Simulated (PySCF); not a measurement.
C10H7N3, SMILES C1C=CC2N3C=1C=CN=C3N=CC=2. Atoms are numbered in the order given.

```xyz
20

C      0.0000     0.0000     2.7979
C      0.0000    -1.2039     2.1065
C      0.0000    -1.2172     0.6989
C      0.0000    -2.4038    -0.0702
C      0.0000    -2.3044    -1.4463
N      0.0000    -1.1497    -2.1113
C      0.0000     0.0000    -1.4370
N      0.0000     1.1497    -2.1113
C      0.0000     2.3044    -1.4463
C      0.0000     2.4038    -0.0702
C      0.0000     1.2172     0.6989
C      0.0000     1.2039     2.1065
N      0.0000     0.0000     0.0033
H      0.0000     0.0000     3.8905
H      0.0000    -2.1636     2.6220
H      0.0000    -3.3638     0.4442
H      0.0000    -3.2135    -2.0600
H      0.0000     3.2135    -2.0600
H      0.0000     3.3638     0.4442
H      0.0000     2.1636     2.6220
```

The structure is a stationary point at B3LYP-D3(BJ)/def2-SVP.

Computed with SMD-M06-2X/def2-SVP (PySCF).

Solvation free energies are E(SMD) − E(gas) at the gas-phase geometry, for 1 M in both phases. In vacuum the dipole moment is 4.67 D.

Computed solvation free energies in water, diethylether, ethylethanoate:
```
solvent         ΔG(solv) (kcal/mol)  its non-electrostatic (CDS) part  dipole (D)
--------------  -------------------  --------------------------------  ----------
water                         -11.5                               0.9        7.16
diethylether                  -14.6                              -6.5        6.22
ethylethanoate                -15.0                              -5.8        6.47
```
